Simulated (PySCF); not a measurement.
Give a PBE0-D3(BJ)/def2-SVP geometry of `COC(=O)[Si@H]([SeH])OC`.

```
atom  x, y, z in Å
C1     3.2176    0.3345    0.5000
O2     1.8371    0.6059    0.7125
C3     1.0408   -0.4564    0.8425
O4     1.4361   -1.5944    0.8061
Si5   -0.8133    0.0177    1.0344
Se6   -1.7651   -1.7138    2.1423
O7    -1.3288    0.1804   -0.5311
C8    -2.6652    0.3183   -0.9365
H9     3.3585   -0.2677   -0.4093
H10    3.6402   -0.2175    1.3523
H11    3.7093    1.3078    0.3941
H12   -1.0494    1.2668    1.8114
H13   -0.7484   -2.5972    1.5404
H14   -3.0836    1.2956   -0.6354
H15   -2.7073    0.2498   -2.0333
H16   -3.3022   -0.4790   -0.5137
```

Orientation and origin are arbitrary. Atoms count from 1 in this order. O2 (oxygen singly bound to a carbonyl carbon) is bent (angle 116.2°). Of the pairs four or more bonds apart, O4···H13 is among the closest relative to their van der Waals radii: 2.51 Å, 92 % of the sum of Bondi's values. Si5 (oxygen-bound silicon) is distorted tetrahedral (angles from 103.3° to 114.3°). The C–O distances run from 1.205 Å (C3=O4, drawn double) to 1.423 Å (C1–O2, drawn single), a spread of 0.218 Å.

Bonds between heavy atoms (Å): C1–O2 1.423, O2–C3 1.334, C3=O4 1.205, C3–Si5 1.923, Si5–Se6 2.265, Si5–O7 1.656, O7–C8 1.403.

Theory: PBE0-D3(BJ)/def2-SVP geometry optimisation, gas phase (PySCF).

Point group: C1 (no symmetry element, even within 0.4 Å). Whether it is a minimum is left open (no frequencies). The numbers are those of one conformer (C1–O2–C3–O4 1°, O2–C3–Si5–Se6 -155°, C3–Si5–Se6–H -29°, C3–Si5–O7–C8 170°).

Time: 3.9 min wall; peak memory 0.85 GiB. Hardware: one thread, Arm Neoverse V2 (aarch64), on a shared host. This is the geometry optimisation.
